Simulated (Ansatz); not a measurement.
# Worked example: C4H3F3 + C3H5Al → C4H4F2 + C3H4AlF

Gas-phase species: C4H3F3 `FC1=C(F)C(F)C1`, singlet; C3H5Al `C#[C][AlH][CH3]`, singlet; C4H4F2 `FC1=CC(F)C1`, singlet; C3H4AlF `C#[C][Al]([CH3])[F]`, singlet. The partners trade F for H: C–F and Al–H bonds give way to C–H and Al–F.

Shapes, held fixed at every level: PBE0-D4/def2-TZVP. Programs: Ansatz 0.2.0. Electronic energies: no zero-point or thermal term.

At CCSD(T)/CBS estimate; 1 Eh = 2625.50 kJ/mol:

```
species  energy (Eh)
 C4H3F3  -453.309021
 C3H5Al  -359.129368
 C4H4F2  -354.132737
C3H4AlF  -458.415729
```

Problem. Work out ΔE of the reaction at this level.

Solution. 
1. Products less reactants: (-354.132737) + (-458.415729) − [(-453.309021) + (-359.129368)] = -0.110077 Eh = -289.0 kJ/mol.

Other levels give -294.5 (MP2/def2-TZVPP) to -272.9 kJ/mol (wB97X-V/def2-TZVPP). No measured value is set beside it here. The CBS estimate extrapolates MP2 from def2-TZVPP and def2-QZVPP and adds CCSD(T) − MP2 in the triple-zeta set, cores frozen. The median of the other correlated levels is -277.7 kJ/mol.
